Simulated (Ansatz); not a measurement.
`FC[SiH](F)Cl` at its PBE0-D4/def2-TZVP geometry, where that method's forces vanish. Total charge 0; spin multiplicity 1.

```xyz
8

F    -1.3958   -1.1650   -0.8101
C    -0.8604   -0.4414    0.2470
Si    0.7365    0.3860   -0.2884
F     1.8350   -0.7208   -0.5896
Cl    1.3724    1.5284    1.2770
H    -0.6849   -1.1217    1.0872
H    -1.5932    0.3071    0.5674
H     0.5904    1.2275   -1.4904
```

(1) What forces (eV/Å) does ωB97M-V/def2-TZVPP give on these atoms in the Gaussian-basis code of Ansatz? (An estimate is asked.)

Answers

(1) Computed: 
```
F1  -0.090 -0.137 -0.219
C2   0.136  0.189  0.292
Si3 -0.191  0.145 -0.165
F4   0.082 -0.095 -0.015
Cl5  0.010  0.015  0.037
H6  -0.018  0.063 -0.065
H7   0.060 -0.067 -0.020
H8   0.010 -0.112  0.155
```
